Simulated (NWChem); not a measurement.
[OH][Ga]([F])[F] (GaHOF2), optimised at PBE0/def2-SVP with NWChem:

```
Property                           Value
---------------------------------  -----
highest occupied level (eV)        -9.75
orbital gap (eV)                    8.10
dipole (D)                          2.13
highest harmonic frequency (cm⁻¹)   3900
zero-point energy (kcal/mol)        11.3
```

All stand in one matching conformer (torsions within 35°), which need not be the lowest.

### Question
One Ga atom is replaced by B, giving OB(F)F (BHOF2), optimised at the same level. How do these values move?

### Answer
```tsv
quantity	new value	change
highest occupied level (eV)	-10.50	-0.75
orbital gap (eV)	11.77	+3.67
dipole (D)	2.10	-0.03
highest harmonic frequency (cm⁻¹)	3929	+29
zero-point energy (kcal/mol)	15.7	+4.4
```
